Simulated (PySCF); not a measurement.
Bond curve of LiI⁻

Set-up: Li def2-SVPD, I def2-SVPD with ECP28; scalar-relativistic core potentials (PySCF 2.14). Energies in eV from Li + I⁻ in their ground configurations at the same level. State: ²Σ⁺ (doublet), unpaired electrons σ ↑.

```
R (Å)  UHF-MP2    PW91
2.210   -0.821  -0.962
2.313   -1.023  -1.136
2.416   -1.139  -1.229
2.493   -1.185  -1.262
2.570   -1.205  -1.271
2.647   -1.206  -1.263
2.750   -1.186  -1.234
2.878   -1.138  -1.176
3.033   -1.061  -1.092
```

Task: Put a parabola through the three lowest points of the UHF-MP2 curve and estimate Re, k and ωe (reduced mass 6.648 u; 1 eV/Å² = 0.16022 mdyn/Å; ωe = 1302.8·√(k/μ) cm⁻¹).

Result: Through R = 2.57, 2.647, 2.75 Å the second-order coefficient is 1.15 eV/Å², so Re ≈ 2.614 Å, k ≈ 0.369 mdyn/Å and ωe ≈ 307 cm⁻¹. A polynomial fit of higher order to the unrounded UHF-MP2 energies gives Re = 2.613 Å, k = 0.439 mdyn/Å, ωe = 335 cm⁻¹; anharmonicity and rounding make the difference.

The higher-order fit for each curve: UHF-MP2: Re = 2.613 Å, ωe = 335 cm⁻¹, De = 1.21 eV; PW91: Re = 2.570 Å, ωe = 344 cm⁻¹, De = 1.27 eV.

Correlated steps freeze 4 core orbitals. Correlated levels converge slowly with the basis: in double zeta they bind strong bonds too weakly, by up to about 1 eV, and carry superposition errors of some tenths. Spin–orbit coupling is left out. For an ion De counts to the pair picked by the measured ionisation energies or electron affinities, which need not be the lowest pair at this level. The highest Kohn–Sham level is positive in this anion. Much of that is self-interaction error, but it also means that the finite basis helps to hold the extra electron. The state was picked by a PBE0 search and need not be the measured ground state.
